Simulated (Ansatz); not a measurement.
```yaml
crystal:
  periodic: [false, false, false]
  atoms:
    - {symbol: Zn, position_ang: [-2.191094, -2.167456, -0.862745]}
    - {symbol: Zn, position_ang: [-1.969024, 1.023182, -0.923332]}
    - {symbol: Zn, position_ang: [-2.699780, -0.467436, 1.146944]}
    - {symbol: Zn, position_ang: [-1.251987, 2.641880, 1.448972]}
    - {symbol: Zn, position_ang: [0.873840, -2.391856, -1.139558]}
    - {symbol: Zn, position_ang: [-0.462906, -2.848870, 1.065938]}
    - {symbol: Zn, position_ang: [2.409027, -1.161659, 0.797619]}
    - {symbol: Zn, position_ang: [1.182638, 0.816420, -1.641598]}
    - {symbol: Zn, position_ang: [0.713334, 3.141749, -0.341259]}
    - {symbol: Zn, position_ang: [3.145048, 1.430790, 0.265133]}
    - {symbol: O, position_ang: [-3.051579, -0.517572, -0.918342]}
    - {symbol: O, position_ang: [-0.749088, -3.319102, -1.034024]}
    - {symbol: O, position_ang: [-2.216266, -2.255603, 1.306652]}
    - {symbol: O, position_ang: [-0.406040, 1.863828, -1.464323]}
    - {symbol: O, position_ang: [-2.495064, 1.395986, 1.057147]}
    - {symbol: O, position_ang: [0.058446, 3.827349, 1.246559]}
    - {symbol: O, position_ang: [1.920662, -0.846273, -1.272931]}
    - {symbol: O, position_ang: [1.383167, -2.723471, 0.851161]}
    - {symbol: O, position_ang: [3.474517, 0.170758, 1.476790]}
    - {symbol: O, position_ang: [2.332151, 2.387366, -1.064802]}
basis:
  gaussian: {orbitals: cc-pVTZ-PP, fitting: {mean_field: cc-pVTZ-jkfit}}
hamiltonian: {xc: {name: PBEsol}}
output: {forces: true}
```

```sh
$ ansatz run in.yaml --threads 2 --pin off --events-out ev --progress --plain --max-ram 32768MiB --backend cuda --devices 0, --max-vram 18GiB
```

Shortened log:

```
Functional definition: PBEsol
Error: [file] the basis set cc-pVTZ-PP has no functions for O
```

In this input the basis set is misnamed or doesn't suit the job. The program refused the input.
